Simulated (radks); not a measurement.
Task: The antimony ion Sb3+, [Kr] 4d10 5s2. Calculated with a radial shooting solver on a logarithmic mesh with Libxc functionals: non-relativistic Kohn-Sham, LDA (Slater exchange, Perdew-Wang correlation), spin-polarised, spherical densities, point nucleus. Every spin shell is full or empty, so the densities are truly spherical. Functionals are evaluated on that one density, not self-consistently. Rank these exchange functionals by their error against the exact value of the orbitals, and give that value: LDA, B88, PBE, revPBE, PW91, PW86, AM05, APBE, TPSS, revTPSS, r2SCAN, MS2, Tao-Mo, TASK, MVS.

Result: Exact: -162.855 hartree. From best to worst, with 100 (|E| - |E exact|)/|E exact| (equal figures are ties): PW91 +0.01, B88 +0.04, MVS +0.07, r2SCAN -0.10, PW86 -0.19, revPBE -0.27, TPSS -0.28, APBE +0.32, PBE -0.41, MS2 -0.58, Tao-Mo -0.80, revTPSS -0.91, TASK -2.22, AM05 -4.48, LDA -4.81.
